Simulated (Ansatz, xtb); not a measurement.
**C6H10O: which of two isomers lies lower**

Structure X is `C=CC1(OC)CC1`, a singlet and structure Y is `C=C[C@@H]1C[C@@H]1OC`, a singlet. Both are isolated molecules in the gas phase, relaxed with B3LYP/def2-SVP; the shapes shown needn't be the lowest conformers.

X (Å):

| atom | x (Å) | y (Å) | z (Å) |
| --- | --- | --- | --- |
| C | -0.3408 | -1.6400 | 0.6275 |
| C | 0.9650 | -1.8072 | 0.3984 |
| C | 2.0916 | -1.5409 | 1.3428 |
| C | 3.0195 | 0.4029 | 0.3605 |
| C | 1.8723 | -1.2501 | 2.8090 |
| C | 2.4605 | -2.5734 | 2.3774 |
| O | 3.2075 | -0.9429 | 0.7396 |
| H | -0.7194 | -1.2434 | 1.5743 |
| H | -1.0857 | -1.9015 | -0.1289 |
| H | 1.2993 | -2.1921 | -0.5737 |
| H | 2.2066 | 0.5197 | -0.3805 |
| H | 2.7847 | 1.0482 | 1.2291 |
| H | 3.9608 | 0.7483 | -0.0914 |
| H | 0.8551 | -1.2330 | 3.2088 |
| H | 2.5513 | -0.5233 | 3.2626 |
| H | 3.5322 | -2.7287 | 2.5284 |
| H | 1.8382 | -3.4693 | 2.4482 |

Y (Å):

```xyz
17

C    -1.1502    2.3091    1.1474
C    -0.3035    1.3822    0.6820
C    -0.2660   -0.0309    1.1151
C     1.0760   -0.7510    1.2413
C     0.1567   -1.1266    0.1365
C    -0.5147   -0.7219   -2.0704
O     0.5519   -0.7886   -1.1496
H    -1.8979    2.0738    1.9120
H    -1.1231    3.3386    0.7810
H     0.4307    1.6606   -0.0830
H    -1.0355   -0.3126    1.8422
H     1.2202   -1.4443    2.0742
H     1.9658   -0.1830    0.9546
H    -0.3861   -2.0822    0.2079
H    -1.2557    0.0495   -1.7888
H    -1.0406   -1.6933   -2.1560
H    -0.0886   -0.4670   -3.0514
```

Energies in hartree; the thermal terms are from GFN2-xTB frequencies at re-optimised GFN2-xTB minima (ideal gas, soft modes damped towards free rotors, one conformer each, 298.15 K, 1 atm) and include the zero-point energy:

```
                              X           Y
E, CCSD(T)/def2-SVP  −308.701895  −308.701523
    E, MP2/def2-SVP  −308.596570  −308.595966
  E, MP2/def2-TZVPP  −309.170533  −309.169589
  zero-point energy     0.143221     0.143491
       H(298 K) − E     0.152112     0.152357
       G(298 K) − E     0.111345     0.111348
```

Task: Correct the CCSD(T) difference for the basis set by the MP2 change, then work out ΔE, ΔE₀, ΔH and ΔG for X → Y in kJ/mol (1 Eh = 2625.50 kJ/mol) and the equilibrium ratio [Y]/[X].

Result: 1. Differences Y − X: CCSD(T) +0.000372, MP2 in the small set +0.000604, MP2 in the large set +0.000944 Eh.
2. ΔE = +0.000372 + (+0.000944 − (+0.000604)) = +0.000712 Eh = +1.87 kJ/mol.
3. ΔE₀ = ΔE + ΔZPE = +0.000712 + (+0.000270) Eh = +2.58 kJ/mol.
4. ΔH = ΔE + (+0.000245) Eh = +2.51 kJ/mol.
5. ΔG = ΔE + (+0.000003) Eh = +1.88 kJ/mol, so ΔS = (ΔH − ΔG)/T = +2.1 J/(mol K).
6. kT = 0.9442 mEh, so K = [Y]/[X] = exp(−ΔG/kT) = exp(−0.76) ≈ 0.47.

The two are too close for this level to say which is favoured. An error of 4 kJ/mol in ΔG would change K by a factor of 5. Mirror images and further conformers aren't counted.

As drawn, both hold the same kinds of bond in the same numbers.

Other levels gave ΔE = −3.1 (GFN2-xTB); −5.9 (HF/STO-3G, GFN2-xTB geometries); −6.0 (r2SCAN-D4/def2-SVP, GFN2-xTB geometries); −4.8 (B3LYP/def2-SVP); −5.0 (HF/def2-SVP); +1.6 (MP2/def2-SVP); +1.0 (CCSD(T)/def2-SVP) kJ/mol. The correlated steps freeze 7 core orbitals. Programs: Ansatz 0.2.0, xtb 6.7.1.
